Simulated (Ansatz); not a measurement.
ReO₃⁺, relaxed as a singlet with RKS r2SCAN-D4/def2-TZVP in Ansatz, starting from the GFN1-xTB geometry. Force threshold 0.02 eV/Å.

In the def2 sets Re takes a core potential; there is no spin–orbit coupling. The structure holds one bond between oxygen atoms, so isomers without such links may lie far lower. The restricted singlet is unstable towards broken spin symmetry at other levels; at r2SCAN-D4/def2-TZVP this wasn't settled. The relaxation made no stability test and no search for a lower SCF solution. No other spin state of charge 1 was run. Another isomer (triplet) lies 1.69 eV lower at PBE0-D4/def2-TZVP; other spin states weren't run for this one.

Start:

Cartesian coordinates in Å:
```
Re 0.098 0.474 0.991
O 0.036 0.518 -0.697
O -0.061 0.083 -1.783
O -0.073 -1.075 1.490
```

```csv
step,energy (eV),largest force component (eV/Å),SCF passes
1,-8259.1972,3.100,49
2,-8259.4397,0.692,31
3,-8259.4481,0.173,25
4,-8259.4487,0.016,26
```

Force components are those of the run's own axes.

End:

```xyz
4

Re    0.1052    0.5063    1.0586
O     0.0357    0.5111   -0.6899
O    -0.0656    0.0615   -1.8251
O    -0.0753   -1.0789    1.4565
```

By distances, no bond broke or formed. The bond that changes most is Re1–O2, from 1.69 to 1.75 Å (atoms count from 1).

No frequencies were taken in this run, so the end may be a saddle point.

Run time 3.6 s (4 threads of AMD EPYC 9B14 on a shared host).
